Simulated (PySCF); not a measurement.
# Ionisation energy of Tl⁺ by level of theory

Tl⁺ [Xe] 4f14 5d10 6s2 (1S) → Tl²⁺ [Xe] 4f14 5d10 6s1 (2S), as a difference of total energies. All numbers are calculated (PySCF 2.14, a scalar-relativistic core potential, in def2-SVP with the def2 core potential (60 electrons)). Correlated levels: valence: 5s2 5p6 5d10 frozen. The calculations carry no spin-orbit coupling.

```csv
method,ionisation energy (eV)
UHF,18.368
TPSS,20.281
PBE0,20.184
MP2 (valence),18.827
SCS-MP2 (valence),18.919
CCSD (valence),19.047
```

Errors of the correlated levels include the incompleteness of this basis and the frozen core.

With two correlated electrons CCSD is exact in that space.

Question: Which method comes closest to the reference value, and which is furthest?

Answer: The reference is 20.428 eV (measured; NIST Atomic Spectra Database, ionization energies). Closest: TPSS (error -0.147 eV); furthest: UHF (error -2.060 eV).
